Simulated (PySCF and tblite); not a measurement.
The numbers below are computed, except where a source is named.
C₉H₁₂, numbered as in [CH:1]#[C:2][CH:3]1[CH2:4][CH2:5][CH:6]=[CH:7][CH2:8][CH2:9]1.

Free energies: B3LYP-D3(BJ)/def2-SVP (IEF-PCM, acetone) on GFN2-xTB structures plus GFN2-xTB thermal terms, symmetry and mirror images included. Conformers within 2.5 kcal/mol (GFN2-xTB free energy) were kept, 3 at most. Couplings: B3LYP/6-31G* with pcJ-1 on H (gas phase; spin-dipole term only for pairs with B, N, F, Si or P). Couplings are for ¹H. H–H couplings come out 0.1 to 0.9 Hz lower than with pcJ-1 on all atoms. Of two unlike H on one atom, a is the less shielded (mPW1PW91/pcSseg-1 (IEF-PCM, acetone)). Codes: tblite and PySCF.

The 7-ring runs over atoms 3–4–5–6–7–8–9. Of a mirror pair one member is shown.

```csv
conformer,shape,weight %
1,"7-ring puckered (ring torsions -78, 62, 0, -62, 78, -67, 67°)",42.2
2,"7-ring puckered (ring torsions 79, -63, 0, 63, -79, 65, -65°)",30.3
3,"7-ring puckered (ring torsions 82, -32, -4, -32, 82, -44, -44°)",27.5
```

Question: Give the couplings in each conformer and the averages at 298.15 K (pairs that fast motion interchanges averaged).

Answer: 
```tsv
coupling	pairs	1	2	3	average (Hz)
³J(H3,H4a)	2	2.8	3.6	7.5	4.3
³J(H3,H4b)	2	11.5	5.1	6.8	8.3
²J(H4a,H4b)	2	-14.2	-13.7	-14.5	-14.1
³J(H4a,H5b)	2	1.1	1.0	0.8	1.0
³J(H4a,H5a)	2	8.0	12.1	10.0	9.8
³J(H4b,H5b)	2	11.9	7.9	10.3	10.2
³J(H4b,H5a)	2	1.1	1.1	0.9	1.0
²J(H5b,H5a)	2	-14.6	-14.7	-18.1	-15.6
³J(H5b,H6)	2	4.8	9.9	5.8	6.7
³J(H5a,H6)	2	10.0	5.1	5.8	7.4
³J(H6,H7)	1	11.7	11.6	12.7	11.9
```

For its torsions the set is small; conformers may be missing.
